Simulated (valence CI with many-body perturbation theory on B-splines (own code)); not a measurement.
**Br²¹⁺: electric-dipole lines**

Calculated by configuration interaction combined with many-body perturbation theory (CI+MBPT): four valence electrons over a frozen Dirac-Fock core [Ne], radial functions for each j: 11 s, 11 p, 9 d, 7 f, 5 g, 2 h, 1 i, with the one-electron correlation potential Σ1 (screened to all orders), the two-electron term Σ2, the three-electron term Σ3, Breit, model QED; selected single and double excitations, second order for the rest (own B-spline code, finite nucleus).

No measured levels were compared; by estimate levels of excited configurations hold to 0.05 to 0.15 % of their energy, terms of the ground configuration to about 0.5 %.

Lines 1 to 50 of 215 in falling wavelength, among levels below 1429100 cm⁻¹, chosen from the strongest by gf and those to the six lowest levels. Wavelengths and rates use the calculated energies, so an error of 300 cm⁻¹ moves a line at 366.2 Å by 0.11 % and its rate by three times that or more. Electric multipoles are in the length gauge, E1 and E2 with the static RPA response of the core. Weak lines are less certain than strong ones. Lines between different terms over intervals too small for the method are left out, as are lines whose strength nearly cancels. The highest levels of a list are the least certain.

Names give the largest LS component (configuration and term), which can be under half, so a name can repeat, a term be missing and a line seem to break the LS rules; names also repeat where a configuration has a term twice. Letters in brackets count levels of one name in rising energy.

```tsv
λ vac (Å)	Upper	Lower	A (s⁻¹)	S (a.u.)
366.2	3s.3p3 5S°_2	3s2.3p2 1D_2	1.06e+07	1.28e-03
322.8	3s.3p3 3D°_1	3s2.3p2 1S_0	2.14e+07	1.06e-03
303.6	3p4 1D_2	3s.3p3 1P°_1	6.77e+08	4.68e-02
302.4	3p4 3P_2	3s.3p3 3S°_1	1.02e+09	6.95e-02
283.0	3s.3p3 5S°_2	3s2.3p2 3P_2	1.57e+08	8.80e-03
267.9	3s.3p2.3d 1G_4	3s2.3p.3d 1F°_3	5.92e+08	5.06e-02
265.4	3s.3p3 3D°_1	3s2.3p2 1D_2	2.47e+08	6.85e-03
264.7	3s.3p3 5S°_2	3s2.3p2 3P_1	1.99e+08	9.13e-03
261.0	3s.3p3 3D°_2	3s2.3p2 1D_2	4.86e+07	2.13e-03
254.5	3p4 3P_1	3s.3p3 3S°_1	1.48e+09	3.62e-02
246.3	3s.3p3 3D°_3	3s2.3p2 1D_2	9.63e+08	4.97e-02
246.2	3s.3p3 3P°_1	3s2.3p2 1S_0	2.46e+08	5.44e-03
229.6	3p4 3P_2	3s.3p3 3P°_2 [a]	1.73e+09	5.16e-02
221.4	3s.3p2.3d 3F_3 [a]	3s2.3p.3d 3F°_3	8.14e+08	3.05e-02
219.9	3p4 1S_0	3s.3p3 1P°_1	7.17e+09	3.77e-02
218.8	3s.3p3 3D°_1	3s2.3p2 3P_2	3.79e+08	5.88e-03
217.9	3p4 1D_2	3s.3p3 3P°_2 [b]	4.20e+09	1.07e-01
215.8	3s.3p3 3D°_2	3s2.3p2 3P_2	6.79e+07	1.68e-03
214.1	3s.3p2.3d 1F_3	3s2.3p.3d 3D°_2	8.62e+08	2.93e-02
211.3	3s.3p3 3P°_2 [a]	3s2.3p2 1D_2	4.24e+08	9.88e-03
211.3	3s.3p3 3P°_1	3s2.3p2 1D_2	2.70e+07	3.77e-04
208.9	3s.3p2.3d 3F_3 [b]	3s2.3p.3d 3D°_3	1.17e+09	3.70e-02
207.7	3s.3p3 3D°_1	3s2.3p2 3P_1	5.92e+07	7.85e-04
206.2	3s.3p2.3d 3D_2 [b]	3s2.3p.3d 3P°_1	1.42e+09	3.07e-02
205.6	3s.3p3 3D°_3	3s2.3p2 3P_2	2.32e+09	6.96e-02
205.0	3s.3p3 3D°_2	3s2.3p2 3P_1	4.12e+09	8.76e-02
198.9	3p4 3P_2	3s.3p3 3D°_3	8.91e+09	1.73e-01
197.0	3s.3p2.3d 3D_3	3s2.3p.3d 3P°_2 [a]	1.10e+09	2.90e-02
196.4	3s.3p2.3d 3P_2 [b]	3s2.3p.3d 3P°_1	1.58e+09	2.95e-02
195.7	3s.3p3 3S°_1	3s2.3p2 1S_0	1.16e+09	1.29e-02
194.0	3s.3p2.3d 3P_0 [a]	3s.3p3 1P°_1	8.93e+09	3.22e-02
194.0	3s.3p2.3d 3F_4 [b]	3s2.3p.3d 3D°_3	1.13e+09	3.65e-02
193.4	3p4 1D_2	3s.3p3 3P°_2 [a]	3.62e+09	6.46e-02
191.6	3s.3p2.3d 1G_4	3s2.3p.3d 3F°_4	2.07e+09	6.45e-02
190.7	3s.3p2.3d 1F_3	3s2.3p.3d 3P°_2 [a]	3.42e+09	8.20e-02
190.3	3p4 3P_2	3s.3p3 3D°_2	3.39e+09	5.76e-02
190.1	3s.3p2.3d 3G_5	3s2.3p.3d 3F°_4	1.45e+10	5.43e-01
188.2	3s.3p3 3P°_2 [b]	3s2.3p2 1D_2	6.55e+09	1.08e-01
186.1	3p4 1S_0	3s.3p3 3S°_1	8.27e+09	2.63e-02
186.1	3s.3p2.3d 3F_3 [c]	3s2.3p.3d 3D°_2	5.56e+09	1.24e-01
185.3	3s.3p3 3D°_1	3s2.3p2 3P_0	6.37e+09	6.01e-02
184.0	3s.3p2.3d 3P_0 [b]	3s2.3p.3d 3D°_1	8.34e+09	2.56e-02
182.5	3s.3p2.3d 3F_3 [b]	3s2.3p.3d 3P°_2 [a]	2.21e+09	4.63e-02
180.7	3s.3p3 3P°_2 [a]	3s2.3p2 3P_2	9.69e+09	1.41e-01
180.7	3s.3p3 3P°_1	3s2.3p2 3P_2	7.11e+08	6.21e-03
180.5	3s.3p2.3d 3F_3 [b]	3s2.3p.3d 3F°_4	1.45e+09	2.94e-02
179.9	3s.3p2.3d 3P_1 [a]	3s.3p3 3S°_1	3.32e+09	2.87e-02
179.2	3s.3p2.3d 3D_2 [b]	3s2.3p.3d 3P°_2 [a]	2.59e+09	3.67e-02
179.0	3s.3p2.3d 3G_4	3s2.3p.3d 3F°_3	1.78e+10	4.53e-01
176.2	3s.3p2.3d 3P_1 [b]	3s2.3p.3d 3P°_2 [a]	6.37e+09	5.16e-02
```
